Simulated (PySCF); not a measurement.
CH₃NO₂Si.

```xyz
8

Si    -1.0110     0.7366     0.0626
O     -2.0908    -0.2808    -0.6666
N      0.5602     0.0316     0.1337
C      1.6345    -0.4839     0.2511
O      2.6849    -0.9827     0.3564
H     -0.8636     2.0175    -0.6828
H     -1.5077     0.9451     1.4423
H     -1.9558    -0.4851    -1.5965
```
Charge 0, spin multiplicity 1.

The structure is a stationary point at PBE0-D3(BJ)/def2-SVP. The values are those of a single conformer.

Calculation: PBE0/pcSseg-1 in PySCF. Non-relativistic, no solvent.

Computed absolute GIAO shielding of each atom: isotropic value and principal components (ppm):
```
atom  σ(iso)    σ11    σ22    σ33   span
----  ------  -----  -----  -----  -----
Si1    402.8  369.0  399.0  440.4   71.4
O2     287.4  253.7  288.7  319.9   66.2
N3     214.6  139.3  173.0  331.5  192.1
C4      58.6  -49.8  -46.4  272.1  321.9
O5     191.8  100.9  105.8  368.6  267.7
H6      26.3   22.7   24.7   31.4    8.7
H7      26.5   23.0   24.7   31.7    8.6
H8      29.6   22.3   24.9   41.6   19.4
```
